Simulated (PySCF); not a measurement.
## Two probes of the same atoms: core binding energy and nuclear shielding

C6H7NS.
Numbering: `[CH3:1]/[N:2]=[CH:3]/[c:4]1[cH:5][cH:6][cH:7][s:8]1`

Binding energies: delta-SCF UKS SCAN, pcX-2 on the ionised atom, pcseg-1 elsewhere, spin-free X2C (PySCF). Shieldings: GIAO B3LYP/pcSseg-1, non-relativistic, same geometry.

```tsv
atom	isotropic shielding (ppm)
C1	127.7
C3	21.4
C4	24.8
C5	45.1
C6	47.7
C7	40.3
```

**Question.** What are the C 1s binding energies of these atoms?

**Answer.** 
| atom | environment | C 1s (eV) | isotropic shielding (ppm) |
| --- | --- | --- | --- |
| C5 | aromatic CH carbon | 290.25 | 45.1 |
| C6 | aromatic CH carbon | 290.32 | 47.7 |
| C7 | aromatic CH next to a ring sulfur | 290.51 | 40.3 |
| C4 | substituted aromatic carbon | 290.75 | 24.8 |
| C1 | N-methyl carbon | 291.26 | 127.7 |
| C3 | imine carbon | 291.53 | 21.4 |

**Question.** Among the listed atoms, is the one with the highest binding energy also the least shielded?

**Answer.** Yes: C3 has both (291.53 eV, 21.4 ppm).

Over these 6 sites the two quantities correlate at r = 0.23. By binding energy: C5 < C6 < C7 < C4 < C1 < C3. By shielding: C3 < C4 < C7 < C5 < C6 < C1.

The unrestricted hole states depart most from a pure doublet (⟨S²⟩ = 0.75; over 0.85 named) for C 1s of C3 (0.93), which makes this value less certain. One conformer (not necessarily the lowest) at the PBE0-D3(BJ)/def2-SVP geometry, without solvent, vibrations or thermal averaging.

The values belong to the conformer `[CH3:1]/[N:2]=[CH:3]/[c:4]1[cH:5][cH:6][cH:7][s:8]1`: N2–C3–C4–C5 180°.
